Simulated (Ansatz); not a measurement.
Molecule: ZrH2, charge 0, multiplicity 1. This is an excited singlet: at this geometry the triplet lies 0.18 eV lower at CCSD(T)/CBS(def2-TZVPPD,def2-QZVPPD). 
Structure (B3LYP-D3(BJ)/def2-TZVP (Ansatz, an electronic-structure program) minimum search):
SMILES: [ZrH2]
```xyz
3

Zr     0.0018     0.0025    -0.0440
H      1.5340    -0.0629     0.9423
H     -1.6052    -0.0361     0.8168
```

Quantity: vertical triplet-singlet gap (E(triplet) - E(singlet); each state is the SCF solution reached for its spin; for the singlet the Hartree-Fock reference is unstable and T1 is 0.027), in kcal/mol. Valence correlation only, unless marked. UHF or UKS for open shells. No spin-orbit coupling. Frozen are the shells of the preceding noble gas and the d and f shells that filled before the atom's block. In def2 rows, elements after Kr have scalar-relativistic effective core potentials. CBS marks a two-point X^-3 extrapolation of the correlation energy; Hartree-Fock from the larger set.

```csv
level,program,vertical triplet-singlet gap (kcal/mol)
B2PLYP/def2-TZVPD,Ansatz,?
"CCSD(T)/CBS(def2-TZVPPD,def2-QZVPPD)",Ansatz,?
```

Question: Fill in the missing entries.

Answer: 
- B2PLYP/def2-TZVPD, vertical triplet-singlet gap (kcal/mol): -10.7
- CCSD(T)/CBS(def2-TZVPPD,def2-QZVPPD), vertical triplet-singlet gap (kcal/mol): -4.0
